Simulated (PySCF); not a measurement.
All values below come from PBE0-D3(BJ)/def2-TZVP (PySCF). Gas-phase values, no solvent. One relaxed conformer stands for a flexible species; it need not be the lowest. Excitations are Tamm–Dancoff values on a coarser integration grid. The basis has no diffuse functions, so Rydberg states are missing or too high.

Reference species (SMILES): `OB(Br)Br` (H–O–B–Br torsion 0°) (neutral, multiplicity 1).

```
Property                                      Result
-------------------------------------------  -------
S1–T1 gap (TDA)                              0.17 eV
brightest of the four lowest singlets (TDA)  6.92 eV
```

Changed species: `OB(O)Br` (H–O–B–Br torsion -180°, Br–B–O–H torsion 180°) (2 of 3 Br replaced by OH; the reference has 1 of 3 Br replaced by OH).

### Question
Give the shifts of the S1–T1 gap (TDA) and brightest of the four lowest singlets (TDA).

### Answer
the S1–T1 gap (TDA) stays essentially unchanged; the brightest of the four lowest singlets (TDA) goes up by 1.14 eV, to 8.06 eV.
